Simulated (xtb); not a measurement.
C4H4F2, SMILES FC1=CC[C@H]1F. All values are semi-empirical tight-binding results from xtb (GFN2-xTB unless named), good for trends rather than for accurate numbers. Geometry optimised at GFN2-xTB. The structure was generated by enumeration; whether it is a known compound was not checked.

Optimised geometry:

```xyz
10

F      1.9108    -0.4665    -0.2733
C      0.6650    -0.0060    -0.3555
C     -0.0981     0.4383    -1.3462
C     -1.2660     0.7184    -0.4286
C     -0.3440     0.2495     0.7301
F     -0.7980    -0.8448     1.4146
H      0.0346     0.5722    -2.4011
H     -2.1263     0.0685    -0.5721
H     -1.5884     1.7560    -0.3725
H     -0.0763     1.0039     1.4755
```
Charge 0, spin multiplicity 1.

- orbital gap = 4.99 eV
- dipole moment = 3.10 D
- zero-point energy = 43.7 kcal/mol
- G − E(el) at 298.15 K (modified RRHO) = 25.6 kcal/mol
- static polarisability (D4 model) = 46.7 bohr³
- solvation energy, GFN2-xTB/ALPB(water) = -3.0 kcal/mol
- solvation energy, GFN2-xTB/ALPB(dmso) = -4.5 kcal/mol

Computed IR lines (harmonic; lines under 4 % of the strongest left out, lines within 3 cm⁻¹ merged):
ν (cm⁻¹): 350 (w), 438 (w), 591 (w), 656 (w), 779 (m), 856 (m), 951 (m), 1009 (w), 1061 (w), 1099 (s), 1139 (m), 1184 (w), 1209 (m), 1252 (m), 1300 (s), 1730 (vs), 2942 (m), 3008 (m), 3021 (w), 3164 (w) (against the strongest line: vs over 80 %, s over 45 %, m over 15 %, w over 4 %, vw less)

**Question.** Give the atomic charges and the Wiberg bond orders between heavy atoms. (An estimate is asked for; the answer gives what the named calculation found.)

**Answer.** charges (e) F1 -0.19, C2 0.16, C3 -0.06, C4 -0.07, C5 0.14, F6 -0.23, H7 0.07, H8 0.08, H9 0.06, H10 0.06. Bond orders F1–C2 0.98, C2–C3 1.83, C3–C4 1.01, C2–C5 0.98, C4–C5 0.97, C5–F6 0.94.
